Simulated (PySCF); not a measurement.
(2S)-1-bromo-2-fluoropropane (C3H6BrF), SMILES F[C@H](CBr)C.

Geometry: B3LYP-D3(BJ)/def2-SVP. One conformer was computed; it need not be the lowest.

These are SMD-ωB97X/def2-SVP in PySCF values and carry that method's errors.

Solvation free energies are E(SMD) − E(gas) at the gas-phase geometry, for 1 M in both phases. Bromine has the revised SMD18 radius of 2.60 Å. In vacuum the dipole moment is 0.50 D.

```tsv
solvent	ΔG(solv) (kcal/mol)	its non-electrostatic (CDS) part	dipole (D)
water	-1.9	2.2	0.56
ethylethanoate	-5.4	-2.2	0.55
dimethylsulfoxide	-4.9	-0.9	0.56
```
